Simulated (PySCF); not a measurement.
**Basis and Hamiltonian dependence of the excitation energy of C**

C [He] 2s2 2p2 (3P) → C [He] 2s1 2p3, s spin flipped. Calculated with PySCF 2.14 from differences of total energies of unrestricted determinants, without spin-orbit coupling. Values in eV.

```tsv
basis	Hamiltonian	functions	UHF	r2SCAN	PBE0	MP2 (valence)
aug-cc-pVDZ-DK	spin-free X2C	23	12.033	9.763	9.536	10.434
x2c-TZVPPall	spin-free X2C	31	11.996	9.719	9.489	10.304
def2-TZVPPD	non-relativistic	37	11.982	9.705	9.475	10.285
x2c-QZVPPall	spin-free X2C	57	11.996	9.717	9.490	10.283
aug-cc-pwCVTZ	non-relativistic	59	11.990	9.708	9.482	10.292
def2-QZVPPD	non-relativistic	63	11.982	9.703	9.476	10.268
dyall-av3z	non-relativistic	71	11.979	9.697	9.470	10.292
x2c-QZVPPall with one added diffuse shell each of s, p, d, f type	spin-free X2C	73	11.996	9.717	9.490	10.280
aug-cc-pVQZ-DK	spin-free X2C	80	11.998	9.721	9.490	10.284
```

Frozen in the all-electron rows: valence: 1s2.

In the upper determinant the s electron has its spin opposite to the other open shell, which mixes two multiplicities.
